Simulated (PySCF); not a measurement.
# Mayer bond orders and bond lengths

C8H11NSe.
Atom-mapped SMILES: `[H]/[N:9]=[CH:8]\[c:7]1[cH:6][cH:5][c:4]([CH:2]([CH3:1])[CH3:3])[se:10]1` (hydrogens: H11, H12, H13 on C1; H14 on C2; H15, H16, H17 on C3; H18 on C5; H19 on C6; H20 on C8; H21 on N9)

Geometry (PBE0-D3(BJ)/def2-SVP, Å), atoms numbered from 1 in this order:
```xyz
21
C8H11NSe angstrom
C     -2.3927   -0.2670    1.4763
C     -1.9376   -0.2085    0.0179
C     -2.4183    1.0712   -0.6673
C     -0.4543   -0.3914   -0.1136
C      0.2111   -1.4046   -0.7537
C      1.6297   -1.3222   -0.7208
C      2.1408   -0.2373   -0.0516
C      3.5510    0.0799    0.1266
N      4.0939    1.0596    0.7307
Se     0.7577    0.8261    0.6296
H     -1.9691    0.5697    2.0554
H     -2.0722   -1.2025    1.9573
H     -3.4895   -0.1991    1.5438
H     -2.3847   -1.0674   -0.5128
H     -3.5157    1.1467   -0.6231
H     -2.0011    1.9638   -0.1732
H     -2.1105    1.0986   -1.7226
H     -0.3260   -2.2150   -1.2524
H      2.2819   -2.0623   -1.1908
H      4.2255   -0.6574   -0.3443
H      3.3807    1.6822    1.1307
```

Bond orders from the PBE0/pcSseg-1 density (PySCF). Isolated species at its PBE0-D3(BJ)/def2-SVP geometry (one conformer only). The calculation is non-relativistic, for selenium too.

**Question.** How far do the computed orders between heavy atoms stray from the drawn ones?

**Answer.** The largest departure is 0.380, at C7–Se10 (drawn aromatic, 1.120), counting aromatic bonds as 1.5. The bonds drawn aromatic range from 1.12 to 1.56.

**Question.** Set the Mayer orders of the bonds beside their lengths.

**Answer.** 
```csv
bond,drawn as,length (Å),Mayer order
C1–C2,single,1.529,1.028
C2–C3,single,1.529,1.028
C2–C4,single,1.500,0.969
C4–C5,aromatic,1.371,1.562
C5–C6,aromatic,1.421,1.272
C6–C7,aromatic,1.373,1.475
C7–C8,single,1.456,1.038
C8–N9,double,1.273,2.016
C7–Se10,aromatic,1.873,1.120
Se10–C4,aromatic,1.872,1.159
C1–H11,single,1.102,0.958
C1–H12,single,1.100,0.965
C1–H13,single,1.101,0.962
C2–H14,single,1.104,0.935
C3–H15,single,1.101,0.962
C3–H16,single,1.102,0.958
C3–H17,single,1.100,0.965
C5–H18,single,1.093,0.971
C6–H19,single,1.093,0.975
C8–H20,single,1.105,0.948
N9–H21,single,1.028,0.937
```

By pair of heavy elements: C–C: lowest C2–C4 (0.969, 1.500 Å), highest C4–C5 (1.562, 1.371 Å); in 2 of the 21 pairs the longer bond (by over 0.003 Å) has the higher order (by 0.02 or more). C–Se: lowest C7–Se10 (1.120, 1.873 Å), highest Se10–C4 (1.159, 1.872 Å).

**Question.** Sum the orders of all bonds at each heavy atom with more than one neighbour and set the sums beside the valence in the SMILES.

**Answer.** C1 3.913 (drawn 4), C2 3.960 (drawn 4), C3 3.913 (drawn 4), C4 3.690 (drawn 4), C5 3.805 (drawn 4), C6 3.722 (drawn 4), C7 3.633 (drawn 4), C8 4.002 (drawn 4), N9 2.953 (drawn 3), Se10 2.279 (drawn 2). Orders between atoms that aren't bonded are not in these sums.

For a closed shell the Mayer order of atoms A and B is Σ (PS)μν (PS)νμ over the basis functions μ on A and ν on B, with P the density and S the overlap matrix.
